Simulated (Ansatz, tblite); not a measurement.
Spin states of Pd₂S₂⁻ (the lowest doublet isomer of a short search), each relaxed with PBE0-D4/def2-SVPD in Ansatz. Electronic energies in the gas phase.

In the def2 sets Pd takes a core potential; there is no spin–orbit coupling. The xTB rows come from tblite. B3LYP takes the VWN-RPA correlation. Correlated methods freeze 10 core orbitals; core or outer-core shells of Pd are correlated, in sets that lack core-valence functions. The structure comes from a short search, and lower isomers may exist.

Doublet geometry (D2h within 0.1 Å):

```xyz
4

Pd    1.041    0.270    0.878
Pd   -1.041   -0.270   -0.878
S     1.010   -1.190   -0.831
S    -1.010    1.190    0.831
```

Quartet geometry (D2h within 0.1 Å):

```xyz
4

Pd   -0.509    0.916   -0.730
Pd    0.509   -0.916    0.730
S    -1.705   -0.898    0.063
S     1.705    0.898   -0.063
```

⟨S²⟩: doublet 0.76 at PBE0-D4/def2-TZVPD (pure 0.75), quartet 3.77 at PBE0-D4/def2-TZVPD (pure 3.75).

Run but left out: HF/STO-3G, HF/def2-TZVPD, BHLYP-D4/def2-TZVPD, MP2/def2-TZVPD (doublet: ⟨S²⟩ 1.21 to 3.60, where a pure state has 0.75); HF/def2-SVPD, MP2/def2-SVPD, CCSD/def2-SVPD, CCSD(T)/def2-SVPD (flagged by the program: other amplitudes).

Only these spin states were relaxed. Higher spins weren't run and may lie lower.

**Question.** Estimate which spin state lies lowest at each of these levels, and by how much: GFN1-xTB; GFN2-xTB; LDA (SPW92)/def2-TZVPD; PBE-D4/def2-TZVPD; r2SCAN-D4/def2-TZVPD; B3LYP-D4/def2-TZVPD; PBE0-D4/def2-TZVPD; CAM-B3LYP-D4/def2-TZVPD; RPA@PBE/def2-TZVPD.

**Answer.** 
```csv
level,quartet − doublet (kJ/mol),lowest of these,remarks
GFN1-xTB,85.5,doublet,–
GFN2-xTB,72.1,doublet,–
LDA (SPW92)/def2-TZVPD,74.9,doublet,HOMO above zero (quartet)
PBE-D4/def2-TZVPD,65.1,doublet,HOMO above zero (quartet)
r2SCAN-D4/def2-TZVPD,59.0,doublet,HOMO above zero (quartet)
B3LYP-D4/def2-TZVPD,58.2,doublet,–
PBE0-D4/def2-TZVPD,54.5,doublet,–
CAM-B3LYP-D4/def2-TZVPD,50.7,doublet,–
RPA@PBE/def2-TZVPD,60.4,doublet,–
```

Change of the quartet − doublet gap on mixing in exact exchange, in kJ/mol: PBE to PBE0 (25 % exact exchange) -10.6. The xTB methods have no spin-polarisation term.
